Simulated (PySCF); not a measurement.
Te(OMe)(SeH) (CH₄OSeTe), SMILES [SeH][Te]OC. Geometry optimised at PBE-D3(BJ)/def2-SVP. This is a generated structure with no PubChem entry under its InChIKey; it may be hypothetical. The def2 effective core potentials stand for the cores of Te; spin–orbit coupling is left out. The values are those of a single conformer.

Problem. Give the equilibrium geometry at PBE-D3(BJ)/def2-SVP (PySCF confirms it by a frequency run) as a Z-matrix. (The exact figures need the calculation; the answer reports its results.)

Solution. This is not unique; one that fits is 
```
C
H 1 1.1114
H 1 1.1154 2 108.45
H 1 1.1157 2 107.78 3 -116.83
O 1 1.4160 2 106.53 4 -120.79
Te 5 2.0366 1 116.39 2 -176.18
Se 6 2.5356 5 102.39 1 -71.53
H 7 1.4925 6 97.26 5 91.38
```
Charge 0, spin multiplicity 1.
